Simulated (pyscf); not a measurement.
HO–Bi(OH)–OH, singlet

Gas-phase minimum from PySCF at ωB97X-D3(BJ)/def2-SVP, one conformer. 

```
Bi
O 1 2.0773
H 2 0.9682 1 108.60
O 1 2.0776 2 94.15 3 91.16
H 4 0.9682 1 108.57 2 -2.82
O 1 2.0776 2 94.16 3 -3.20
H 6 0.9682 1 108.47 2 91.89
```

Properties at ωB97X-D3(BJ)/def2-SVP:

| Property | Value |
|---|---|
| Harmonic wavenumbers, unscaled | 134, 135, 180, 296, 297, 379, 582, 582, 609, 823, 825, 852, 3854, 3855, 3855 cm⁻¹ |
| Zero-point energy | 24.7 kcal/mol |
| Rotational symmetry number | 3 |
| Entropy of this conformer at 298 K and 1 atm, rigid rotor and harmonic oscillator, modes under 100 cm⁻¹ raised to 100 | 337.6 J/(mol K) |
| Dipole moment | 0.98 D |

Single-point totals, which compare only within one level (frozen core for MP2 and CC):

```tsv
level	total energy (hartree)
ωB97X-D3(BJ)/def2-TZVP	-442.36588
PBE/def2-TZVP	-442.06709
r²SCAN/def2-TZVP	-442.26067
B3LYP-D3(BJ)/def2-TZVP	-442.35064
PBE0-D3(BJ)/def2-TZVP	-442.02730
M06-2X/def2-TZVP	-442.04055
ωB97M-D3(BJ)/def2-TZVP	-442.32573
HF/def2-TZVPP	-440.02371
MP2/def2-TZVPP	-441.20478
CCSD/def2-TZVPP	-441.17132
CCSD(T)/def2-TZVPP	-441.21157
```

Soft torsions are taken as harmonic, which can shift the entropy by several J/(mol K). The CCSD(T) − MP2 part came from Ansatz, without density fitting, on the same reference. The frozen core leaves the outer d or s,p core shells of the metals and heavy elements correlated in the MP2 and CC values, and def2-TZVPP describes them poorly, so these totals are far from the basis limit. Elements past Kr carry the def2 core potentials, without spin-orbit coupling.
